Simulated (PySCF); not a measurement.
## Electronic structure of Cd (cadmium, neutral) at the UHF level

Configuration: [Kr] 4d10 5s1 6s1, 6s spin antiparallel (an excited configuration). Computed with PySCF 2.14 in aug-cc-pVQZ-PP with ECP28MDF (7s7p6d4f3g2h, 135 functions), with scalar relativity through the core potential.

- Total energy: -166.838943 hartree
- One-electron energy: -297.3383 hartree
- Hartree (Coulomb) energy: 145.0667 hartree
- Exchange energy: -14.5673 hartree
- ⟨S²⟩: 0.0000
- ⟨L²⟩: 0.000
- Sum of ⟨r⟩: 26.62 bohr
- Sum of ⟨r²⟩: 49.76 bohr²

```csv
shell,electrons,mean orbital energy (hartree),"rms radius, mean of both spins (bohr)"
4s α,1,-4.82384,0.947
4s β,1,-4.82384,0.947
4p α,3,-3.15547,1.04
4p β,3,-3.15547,1.04
4d α,5,-0.71970,1.39
4d β,5,-0.71970,1.39
5s α,1,-0.28102,3.33
6s β,1,-0.28102,3.33
```

Energies and moments cover only the electrons outside the core potential. The outer electron is Rydberg-like, and this basis confines it to a smaller radius and binds it less than a complete one would. With the s spin flipped the determinant is a mixture of two multiplicities, not a spectroscopic state.
